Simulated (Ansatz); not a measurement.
Geometry optimisation, RKS BHLYP-D4/def2-SVP (Ansatz 0.2.0).

input.yaml

```yaml
crystal:
  periodic: [false, false, false]
  atoms:
    - { symbol: Zn, position_ang: [-0.865959, 0.0, -0.599414] }
    - { symbol: Cl, position_ang: [0.075707, 0.0, 2.707099] }
    - { symbol: Cl, position_ang: [0.611656, 0.0, -2.107765] }
    - { symbol: H, position_ang: [-2.022595, 0.0, 0.447346] }
    - { symbol: H, position_ang: [-1.083709, 0.0, 2.056134] }
basis:
  gaussian: { orbitals: def2-SVP }
hamiltonian:
  xc: { name: BHLYP }
  dispersion: d4
relax:
  f_tol: 0.03
  max_steps: 50
```

Run as:

```bash
$ ansatz run input.yaml --threads 1 --pin off --max-ram 2048MiB --backend cpu --events-out ev --progress --plain --runs-dir out
```

Question: Where does it end, and by what steps?

Answer: It converged. After 10 steps the energy has fallen by 0.177 eV; Cl2 moved furthest, 0.71 Å.

```tsv
step	energy less start (eV)	largest force component (eV/Å)	accepted
0	0.0000	1.100	yes
1	-0.0214	1.380	yes
2	-0.0556	0.975	yes
3	-0.1066	0.438	yes
4	-0.1041	1.362	no
5	-0.1268	0.317	yes
6	-0.1498	0.167	yes
7	-0.1596	0.674	yes
8	-0.1724	0.429	yes
9	-0.1474	0.523	no
10	-0.1774	0.011	yes
```

```xyz
5
Properties=species:S:1:pos:R:3
Zn -1.022 0.000 -0.555
Cl 0.232 0.000 2.013
Cl 0.821 0.000 -1.620
H -2.471 0.000 -0.043
H -0.845 0.000 2.708
```

Whether the end is a true minimum wasn't checked by a vibrational analysis.

Run time: 34 s on 1 thread of Arm Neoverse V1, with other jobs on the host, peak memory 0.16 GiB.
